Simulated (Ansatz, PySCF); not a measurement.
C4H11AlFN (SMILES CC[N](CC)[AlH][F]), singlet, geometry from GFN2-xTB (such geometries of metal compounds can be far from the true shape), atoms displaced at random by about 0.08 Å a coordinate. Base run: HF/STO-3G, gradient (PySCF).

PySCF was given this input:
```python
from pyscf import gto, scf

mol = gto.Mole()
mol.atom = '''
    Al   -0.530011    0.311857    1.446178
    F    -2.069245    0.247394    1.777009
    H     0.485596    0.329804    2.641519
    N     0.103952    0.382246   -0.191219
    C     1.664415    0.568434   -0.156580
    C     2.045529   -0.902258   -0.392852
    C    -0.456423    0.523325   -1.448544
    C    -0.600676   -0.835836   -2.335673
    H     2.018049    0.951726   -1.225472
    H     1.995574    0.999017    0.584463
    H     3.235946   -0.865006   -0.304455
    H     1.826204   -1.375730    0.475452
    H     1.969453   -1.594194   -1.096484
    H    -1.679799    0.566716   -1.015970
    H    -0.202636    1.315483   -2.084182
    H    -0.880721   -1.671892   -1.629203
    H    -1.225488   -0.718362   -2.873600
    H     0.413682   -0.970745   -2.760781
'''
mol.basis = 'sto-3g'
mol.charge = 0
mol.spin = 0
mol.verbose = 4
mol.build()

mf = scf.RHF(mol)
mf.kernel()
g = mf.nuc_grad_method()
grad = g.kernel()
```

Programs used: Ansatz (a program for electronic structure), PySCF; a row that names a program was run with it.

The coordinate followed is y of atom 11.

Each row names what was changed in the base input (with any setting that the change needs).

```csv
change,dE/dx (Eh/bohr),net force (Eh/bohr)
base,0.008147,0.000000
conv_tol = 1e-4,0.008148,0.000000
finite difference step (bohr) = 0.01; conv_tol = 1e-11,0.008148,-
conv_tol = 1e-11,0.008147,0.000000
finite difference step (bohr) = 0.2; conv_tol = 1e-11,0.008261,-
finite difference step (bohr) = 1e-4; conv_tol = 1e-11,0.008147,-
finite difference step (bohr) = 1e-3; conv_tol = 1e-11,0.008147,-
density fitting = on; auxbasis_response = off,0.008166,0.001786
finite difference step (bohr) = 0.05; conv_tol = 1e-11,0.008155,-
density fitting = on,0.008152,0.000000
code = ansatz,0.008148,0.000000
finite difference step (bohr) = 1e-5; conv_tol = 1e-11,0.008147,-
```

The net force is zero for an exact gradient.
